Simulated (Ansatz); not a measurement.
System: GaI2, charge 0, doublet. GaI2 (SMILES [I][Ga][I], doublet).
B3LYP-D3(BJ)/def2-TZVP minimum from Ansatz (a quantum-chemistry and plane-wave program):
```
Ga
I 1 2.5655
I 1 2.5655 2 121.56
```
Charge 0, spin multiplicity 2.

Total energies in def2-SVP, 17 correlated electrons, 32 frozen orbitals. UHF or UKS for unpaired electrons; spin-orbit terms are left out. Cores are frozen in correlated methods (noble-gas shells, and filled d and f shells in the p block). Past Kr the def2 sets carry scalar-relativistic core potentials. Spin-orbit terms, left out, reach several kcal/mol for Br and I, and more for heavier atoms. The spin of GaI2 ([I][Ga][I], doublet) was assumed, and the state is the lowest solution found for it.

```json
[
 {"method": "HF", "program": "Ansatz", "energy (Eh)": "-2516.40662", "minus CCSDT(Q) (mEh)": "265.66"},
 {"method": "MP2", "program": "Ansatz", "energy (Eh)": "-2516.63905", "minus CCSDT(Q) (mEh)": "33.23"},
 {"method": "CCSD", "program": "Ansatz", "energy (Eh)": "-2516.66333", "minus CCSDT(Q) (mEh)": "8.95"},
 {"method": "CCSD(T)", "program": "Ansatz", "energy (Eh)": "-2516.67063", "minus CCSDT(Q) (mEh)": "1.64"},
 {"method": "CCSDT(Q)", "program": "Ansatz", "energy (Eh)": "-2516.67228", "minus CCSDT(Q) (mEh)": "0.00"}
]
```

Rough core times of Ansatz's runs on a shared machine: CCSD(T) under 20 s, CCSDT(Q) 2 min.
